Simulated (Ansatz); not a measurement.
Breaking the Se1–F2 bond in BrFSe (SMILES F[Se]Br) (multiplicity 1 held, fragments rigid). Energies count from the point at 1.764 Å.
Geometry at that point (charge 0, multiplicity 1):
```xyz
3

Se     0.510    -0.431     0.778
F      1.473    -1.314    -0.407
Br    -0.874     0.756    -0.652
```

R- and RO- levels are restricted; in cc, def2 and unpolarised 6-31G sets they are followed outwards from rest. Unrestricted levels (U-) break spin symmetry where that is lower. Curves can end on different states.

Cores are frozen in the correlated methods. Filled d and f shells under p-block atoms count as core.

Codes used: Ansatz (Gaussian orbitals). 

Energies in eV.

```
R (Å)  U-MP2/cc-pVDZ  U-SCS-MP2/cc-pVDZ  U-CCSD/cc-pVDZ  R-CCSDT(Q)/cc-pVDZ
-----  -------------  -----------------  --------------  ------------------
1.411           3.59               3.61            3.59                3.65
1.588           0.68               0.69            0.68                0.72
1.764           0.00               0.00            0.00                0.00
1.940           0.25               0.23            0.24                0.19
2.117           1.69               1.67            0.86                0.70
2.381           2.58               2.51            1.79                1.50
2.646           2.81               2.72            2.31                2.08
3.087           2.92               2.80            2.53                2.51
3.528           2.94               2.82            2.57                2.61
4.057           2.94               2.82            2.57                2.62
4.763           2.95               2.83            2.58                2.62
5.645           2.95               2.83            2.58                2.64
```

Doubts at one or more of the structures used: a spin-contaminated determinant (U-MP2/cc-pVDZ, U-SCS-MP2/cc-pVDZ, U-CCSD/cc-pVDZ); T1 above 0.05 (U-CCSD/cc-pVDZ, R-CCSDT(Q)/cc-pVDZ); a restricted determinant that unrestricted orbitals would lower (R-CCSDT(Q)/cc-pVDZ); other coupled-cluster roots lie near (R-CCSDT(Q)/cc-pVDZ).

Ansatz is a program for electronic structure.
